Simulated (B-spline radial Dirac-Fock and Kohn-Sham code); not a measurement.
# Widths and yields of inner-shell holes in Tb

System: the free terbium atom, 1s2 2s2 2p6 3s2 3p6 3d10 4s2 4p6 4d10 4f10 5s2 5p6 6s1 (an excited configuration).

Method: a relativistic independent-particle model: LDA orbitals of the hole state, radiative multipoles to third order, Auger rates from the Coulomb interaction with a continuum orbital, Dirac-Fock energies. Computed with a radial atomic solver.

Partial widths are in eV. Coster-Kronig decay leaves a hole in the same principal shell; its rates are the weakest part of the model, often 1.5 to 2.5 times too large and more for N holes. Holes without an open Auger channel, or with an unreliable SCF state, are not listed.

```
      hole  radiative   Auger  Coster-Kronig  total  fluorescence yield  lifetime (fs)
    K (1s)       21.7    1.41              0   23.1               0.939         0.0284
   L1 (2s)      0.430    1.74           2.66   4.84                   ?              ?
L2 (2p1/2)      0.726    2.61          0.622   3.96               0.183          0.166
L3 (2p3/2)      0.668    3.13              0   3.80               0.176          0.173
   M1 (3s)     0.0139   0.732           16.8   17.6            0.000789         0.0375
M2 (3p1/2)     0.0142   0.810           7.89   8.71             0.00163         0.0755
M3 (3p3/2)     0.0145   0.911           8.11   9.04             0.00161         0.0728
M4 (3d3/2)    0.00983    1.07          0.728   1.81             0.00544          0.364
M5 (3d5/2)    0.00928    1.10              0   1.11             0.00839          0.596
   N1 (4s)   0.000389  0.0663           11.7   11.8            3.29e-05         0.0558
N2 (4p1/2)   0.000787  0.0641           13.9   14.0            5.62e-05         0.0470
N3 (4p3/2)   0.000551  0.0674           8.05   8.12            6.79e-05         0.0810
N4 (4d3/2)   0.000469  0.0609           3.44   3.50            0.000134          0.188
N5 (4d5/2)   0.000432  0.0662           3.38   3.45            0.000125          0.191
```

Question: What are the fluorescence yield and the lifetime of the L1 (2s) hole?

Answer: The yield is the radiative width over the total, 0.0889, and the lifetime is ħ/Γ = 0.136 fs.
